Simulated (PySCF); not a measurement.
Isomers of C3H5ClO2Si. The calculation used PBE0-D3(BJ)/def2-SVP geometry optimisation, gas phase in PySCF 2.14.0. Energies are electronic, without zero-point or thermal terms, for one conformer each. No frequencies were run at this level. Point groups hold within 0.08 Å.

Problem. Rank from lowest to highest electronic energy at this level (kcal/mol).
A. `C[Si]1(Cl)OC=CO1`
B. `[Cl:1][C:2]1=[CH:3][O:4][SiH2:5][O:6][CH2:7]1` with C2–C3–O4–Si5 15°, C3–O4–Si5–O6 -32°, O4–Si5–O6–C7 39°, Si5–O6–C7–C2 -26°

Solution. A (0.0), B (48.9).

As drawn, the lower has an Si–C bond, which the higher lacks.

| SMILES | E (Eh) | E rel (kcal/mol) | dipole (D) | point group | A, B, C (MHz) |
| --- | --- | --- | --- | --- | --- |
| C[Si]1(Cl)OC=CO1 | -1016.58849 | 0.0 | 1.61 | Cs | 2794, 1552, 1347 |
| ClC1=CO[SiH2]OC1 | -1016.51059 | 48.9 | 0.91 | – | 4396, 1171, 952.7 |

Problem. How do the relative energies change in single points at B97-2/pcSseg-1 (no added dispersion term) on the same geometries?

Solution. 
| SMILES | PBE0-D3(BJ)/def2-SVP (kcal/mol) | B97-2/pcSseg-1 (kcal/mol) | shift |
| --- | --- | --- | --- |
| C[Si]1(Cl)OC=CO1 | 0.0 | 0.0 | 0.0 |
| ClC1=CO[SiH2]OC1 | 48.9 | 49.5 | +0.6 |

Each column counts from its own lowest isomer. The order is unchanged; the largest shift is 0.6 kcal/mol.
